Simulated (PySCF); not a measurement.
Isomers of C7H9F3. Level of theory: PySCF, PBE0-D3(BJ)/def2-SVP geometry optimisation, gas phase. Energies are electronic, without zero-point or thermal terms, for one conformer each. No frequencies were run at this level. Point groups hold within 0.08 Å.

Task: Order them by energy at this level, lowest first, and give relative energies in kcal/mol.
A. `[CH2:1]=[C:2]([CH3:3])/[C:4]([CH3:5])=[CH:6]/[C:7]([F:8])([F:9])[F:10]` with C1–C2–C4–C5 0°
B. `[CH2:1]=[CH:2][C@H:3]1[CH2:4][C@@H:5]([C:6]([F:7])([F:8])[F:9])[CH2:10]1` with C1–C2–C3–C4 131°, C2–C3–C4–C5 140°, C3–C4–C5–C6 -140°, C4–C5–C10–C3 19°, C2–C3–C10–C5 -141°
C. `[F:1][C:2]([F:3])([F:4])[CH2:5][C@@H:6]1[CH2:7][C@@H:8]2[CH2:9][C@H:10]12` with C2–C5–C6–C7 -70°

Result: A (0.0), B (1.7), C (4.7).

As drawn, the lowest has a C=C bond outside aromatic rings, which the highest lacks; the highest has a three-membered ring and a four-membered ring, which the lowest lacks. Neighbours under 2.5 kcal/mol apart (C=C(C)/C(C)=C/C(F)(F)F and C=C[C@H]1C[C@@H](C(F)(F)F)C1) can change places with a better method, another conformer or zero-point energy.

```csv
SMILES,E (Eh),E rel (kcal/mol),dipole (D),point group,"A, B, C (MHz)"
C=C(C)/C(C)=C/C(F)(F)F,-570.65320,0.0,2.78,–,"2450, 761.4, 651.3"
C=C[C@H]1C[C@@H](C(F)(F)F)C1,-570.65046,1.7,2.16,near Cs,"3392, 645.5, 630.7"
FC(F)(F)C[C@@H]1C[C@@H]2C[C@@H]21,-570.64564,4.7,2.34,C1,"3077, 748.1, 725.4"
```

Task: As an exercise, what shares would exp(−E/RT) give at 298.15 K from these electronic energies alone (no entropy, no degeneracies)?

Result: RT = 0.592 kcal/mol: C=C(C)/C(C)=C/C(F)(F)F 94.8 %, C=C[C@H]1C[C@@H](C(F)(F)F)C1 5.2 %, FC(F)(F)C[C@@H]1C[C@@H]2C[C@@H]21 under 0.1 %.
